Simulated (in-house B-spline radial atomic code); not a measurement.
**Binding energies in neutral rubidium**

NIST's tabulated ground configuration is [Kr] 5s1; each binding energy is the energy of the ion with one electron taken from that subshell, relaxed, less that of the parent. All numbers are computed (Dirac-Kohn-Sham PBE, spherical fractional occupations; Fermi nucleus of rms radius 4.2036 fm) with a B-spline radial code for spherical atoms, not measured. Energies include first-order Breit, QED and recoil terms.

```
subshell  X-ray name  binding energy (eV)  -ε (eV)  relaxation (eV)
      1s           K              15229.7  15027.7           -233.5
      2s          L1               2041.9   2007.1            -37.9
   2p1/2          L2               1864.4   1820.4            -47.0
   2p3/2          L3                 1803   1759.6            -45.4
      3s          M1                  311    297.9            -13.5
   3p1/2          M2                244.1    231.0            -13.5
   3p3/2          M3                234.9    221.8            -13.3
   3d3/2          M4                118.2    104.8            -13.4
   3d5/2          M5                116.7    103.3            -13.3
      4s          N1                37.69    31.88            -5.85
   4p1/2          N2                21.78    16.56            -5.24
   4p3/2          N3                20.83    15.68            -5.15
      5s          O1                 4.15     2.23            -1.92
```

Relaxation = -ε minus the binding energy without Breit, QED and recoil terms. With a density functional, K lines can miss by some tenths of a per cent, more in light atoms. For a density functional the relaxation so defined is negative, because -ε of a Kohn-Sham level is smaller than the binding energy.

Emission lines follow as differences of binding energies, with λ = 12398.42 eV·Å / E:

| line | holes | energy (eV) | wavelength (Å) |
| --- | --- | --- | --- |
| K-L3 | 1s → 2p3/2 | 13426.7 | 0.92342 |
| K-L2 | 1s → 2p1/2 | 13365.3 | 0.92766 |
| K-M3 | 1s → 3p3/2 | 14994.8 | 0.82685 |
| L3-M5 | 2p3/2 → 3d5/2 | 1686.3 | 7.3524 |
| L2-M4 | 2p1/2 → 3d3/2 | 1746.2 | 7.1002 |
| L1-M3 | 2s → 3p3/2 | 1807.0 | 6.8613 |
| L3-M1 | 2p3/2 → 3s | 1492.0 | 8.3099 |

(1) What screening constant σ does Moseley's law, E = (3/4)·13.6057 eV·(Z - σ)², need for K-L3?

(2) What does it cost to remove both a 4s and a 4p1/2 electron?

(3) What does it cost to remove both a 3p1/2 and a 5s electron?

(4) What does it cost to remove both a 4p3/2 and a 5s electron?

## Answers

(1) σ = 0.73.

(2) 71.525 eV, which is 12.05 eV more than the two single binding energies together.

(3) 255 eV, which is 6.719 eV more than the two single binding energies together.

(4) 31.438 eV, which is 6.457 eV more than the two single binding energies together.
